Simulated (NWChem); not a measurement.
Molecule: SiH₂SeOCl₂; SMILES O[Si](Cl)(Cl)[SeH]

```xyz
7

O      0.1628     0.8694    -1.9031
Si     0.0078     0.5090    -0.3041
Cl    -1.8127     1.1467     0.4397
Cl     1.5226     1.5668     0.5937
Se     0.0750    -1.7276     0.1444
H     -0.4390     0.4069    -2.5071
H      1.4078    -1.8769    -0.4868
```
Atoms are numbered in this order, from 1.

Results from NWChem. Pople sets run with spherical d functions. Medium grid unless said otherwise, to which SCAN and Minnesota functionals are sensitive. All runs use the structure optimised with B3LYP/6-31G* (spherical d).

Q: Estimate the computed values for r2SCAN0/6-31G*. Quantities: highest occupied level (eV); orbital gap (eV); dipole (D).

A: 
```json
{
  "highest occupied level (eV)": "-7.88",
  "orbital gap (eV)": "7.37",
  "dipole (D)": "2.60"
}
```
